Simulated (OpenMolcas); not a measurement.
# Al III: CASPT2 settings compared

```json
{"Program": "OpenMolcas 26.06", "Basis": "ANO-R2 [5s5p3d1f]", "Scalar Hamiltonian": "X2C, finite nucleus", "Active space": "1 electron in 8 orbitals (3s 3p 4s 4p)", "State averaging": "2S+1 = 2 even, 1 root; 2S+1 = 2 odd, 3 roots", "Spin-orbit coupling": "state interaction with AMFI integrals over the reference wave functions, term energies averaged over their components"}
```

Methods on the same reference wave functions:
A. CASSCF
B. SS-CASPT2, IPEA 0.5 Eh, imaginary shift 0.4 Eh (closed shells correlated: 2s 2p)
C. SS-CASPT2, IPEA 0.4 Eh, sigma1 regulariser 0.05 Eh (closed shells correlated: 2s 2p)

Energies in cm⁻¹ above 3s ²S_1/2, the measured ground level; measured values from NIST levels in Kelleher and Podobedova, J. Phys. Chem. Ref. Data 37, 709 (2008).

```tsv
Level	A	B	C	Measured
3s ²S_1/2	0.0	0.0	0.0	0.0
3p ²P°_1/2	52504	52985	52989	53683
3p ²P°_3/2	52697	53178	53182	53917
```

Deviations, from unrounded energies. A percentage is the sum of absolute deviations over the sum of measured energies, with the sign that they share, or ± where signs differ.

```csv
Against measurement,Levels,A,B,C
mean absolute deviation (cm-1),2,1200,720,710
other configurations (%),2,-2.2,-1.3,-1.3
```

B, C lie about equally close to measurement and A furthest from it. The largest miss of C in the table is 3p ²P°_3/2, by -730 cm-1. The ranking rests on the paired levels alone, and a cruder setting can come out closer through cancelling errors.

Between B and C no level of the table moves by more than 5 cm-1.

The lowest spin-free term lies below A's lowest term by 0.204 hartree in B, 0.204 hartree in C.

With one active electron outside closed inactive shells, the extra shells (4p 4s) add no correlation to the reference. With one active electron the reference holds no correlation, so core polarisation is missing (holds for A). With one active electron, CASPT2 adds the correlation within the correlated inactive shells and between them and that electron, and leaves the splitting within a term as the reference gives it (holds for B; C). Measured partners are found by configuration, term and J. A level has none where our copy of the source lacks it or the pairing is in doubt (some pairs that miss far off the trend of their configuration count as doubtful), and it then counts in no deviation. Levels of configurations outside the active space are missing.

° marks odd parity.
